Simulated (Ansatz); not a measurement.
A single point on C2H7FSn, SMILES `[CH3][SnH2][CH2]F`.

```yaml
crystal:
  periodic: [false, false, false]
  atoms:
    - {symbol: C, position_ang: [0.147132, 1.777158, 0.045318]}
    - {symbol: Sn, position_ang: [-0.802199, -0.099029, -0.334562]}
    - {symbol: C, position_ang: [0.585934, -1.683025, 0.193955]}
    - {symbol: F, position_ang: [1.085509, -1.450712, 1.470538]}
    - {symbol: H, position_ang: [-0.554014, 2.596425, -0.112752]}
    - {symbol: H, position_ang: [0.497935, 1.801003, 1.076996]}
    - {symbol: H, position_ang: [0.999324, 1.905519, -0.622186]}
    - {symbol: H, position_ang: [-2.220005, -0.266541, 0.607489]}
    - {symbol: H, position_ang: [-1.203321, -0.266490, -1.992623]}
    - {symbol: H, position_ang: [1.429338, -1.709514, -0.501429]}
    - {symbol: H, position_ang: [0.099769, -2.661794, 0.189856]}
basis:
  gaussian: {orbitals: def2-TZVPP}
hamiltonian: {xc: pbe}
correlation: {method: rpa}
```

```sh
$ ansatz run in.yaml --threads 4 --pin off --events-out ev --progress --plain --max-ram 10444MiB
```

It prints (some lines left out):

```
Functional definition: PBE
1579 factors; integrals over basis functions are off by at most 1.2e-3 eV
mean field evaluation 1: about -10718.2009 eV, gradient 7.8e1 eV
mean field evaluation 2: about -10718.1925 eV, gradient 7.8e1 eV
mean field evaluation 4: about -10731.0484 eV, gradient 1.8e1 eV
mean field evaluation 8: about -10731.8791 eV, gradient 7.9e-1 eV
mean field evaluation 16: about -10731.8796 eV, gradient 2.0e-4 eV
mean field -10731.87959173 eV, -394.3893006669 hartree, gradient 2.8e-6 eV, S^2 0.000000; 0 other end points of the search recorded, 0 dependent functions left out
7 core orbitals not correlated: weight in the atoms' cores, before any rotation towards them, 1.000 or more for the frozen orbitals, at most 0.000 for the correlated occupied ones
reference -10682.72253551 eV, -392.5828121706 hartree; 18, 18 occupied and 216, 216 virtual orbitals, 1579 factors
Total energy: -10722.95907325 eV, -394.0614776593 hartree
```

It took 2.9 s on 4 threads of an INTEL XEON PLATINUM 8581C on a shared host, with 0.61 GiB of host memory at the peak.
